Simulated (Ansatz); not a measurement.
H$_{5}$N$_{3}$OW (`[NH]=[W](=[NH])([NH2])[OH]`). Total charge 0; spin multiplicity 1. W takes the def2 core potential.

```xyz
10

N    -0.8998    1.2373    1.0558
W     0.0649    0.0151    0.2507
N     1.5730    0.5954   -0.4334
N    -1.0001   -0.6566   -1.2400
O     0.4482   -1.3556    1.5274
H    -1.1548    2.1420    1.4161
H     2.2749    1.2827   -0.6572
H    -0.6071   -0.9090   -2.1326
H    -2.0016   -0.5603   -1.2915
H     1.3024   -1.7910    1.5047
```

Question: What are the harmonic wavenumbers in cm⁻¹ at PBE0-D4/def2-TZVP (Ansatz, finite differences of forces, unscaled)? (An estimate is asked.)

Answer: The calculation gave: 199, 211, 228, 239, 261, 308, 360, 438, 443, 567, 626, 661, 674, 698, 709, 719, 984, 1029, 1550, 3597, 3660, 3673, 3698, 3910.

Question: Is this a minimum?

Answer: Yes, all 24 modes are real.

Question: Give the ideal-gas thermochemistry at 298.15 K and 1 bar (rigid rotor, harmonic oscillator; point group C1, symmetry number 1).

Answer: Zero-point energy 176.1 kJ/mol; H(298) − E = 198.8 kJ/mol; entropy 357.5 J/(mol·K), of which translation 177.6, rotation 111.4, vibration 68.5; G(298) − E = 92.3 kJ/mol.

Question: And at 400, 500, 600, 800 and 1000 K?

Answer: 
```tsv
T (K)	H − E (kJ/mol)	S (J/mol/K)	G − E (kJ/mol)
400	212.7	397.3	53.8
500	227.8	431.1	12.3
600	244.0	460.6	-32.3
800	278.4	510.0	-129.5
1000	314.8	550.5	-235.7
```
